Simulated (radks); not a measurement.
The numbers below are computed, except where a source is named.
Task: Level of theory: scalar-relativistic Kohn-Sham, exchange-only LDA, spin-unpolarised, spherical densities, finite nucleus; Fermi nuclear charge, rms radius of each element as measured or else 0.836 A^(1/3) + 0.57 fm (a radial shooting solver on a logarithmic mesh with Libxc functionals). Response by self-consistent Sternheimer equations with the Hartree and adiabatic exchange-only LDA kernel, the relativistic mass of each level held fixed and spin-orbit coupling left out. Rank C, C2+, C5+, C4+, C3+, C+ (NIST ground configurations) by static dipole polarisability, largest first.

Result: C 16.55, C+ 6.215, C2+ 4.254, C3+ 2.689, C4+ 0.009477, C5+ 0.003802 bohr^3.
